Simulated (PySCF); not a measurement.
BiB⁺ at UHF-SCS-MP2

Computed with UHF-SCS-MP2; basis Bi def2-SVPD with ECP60, B def2-SVPD; scalar-relativistic core potentials; PySCF 2.14.

| Property | Result |
| --- | --- |
| state | ⁴Σ⁻ (quartet), unpaired electrons σ ↑, π ↑↑ |
| bond length | 0.2300 nm |
| harmonic wavenumber | 427 cm⁻¹ |
| force constant | 1.12 mdyn/Å |
| rotational constant Be | 0.3046 cm⁻¹ |
| anharmonicity ωexe | 8.25 cm⁻¹ |
| vibration–rotation constant αe | 0.00539 cm⁻¹ |

Correlated steps freeze 5 core orbitals. These are scalar-relativistic numbers at best; spin–orbit coupling would shift them, the dissociation energy most. The state is the lowest determinant that a PBE0 search found; another state may lie lower at other levels.
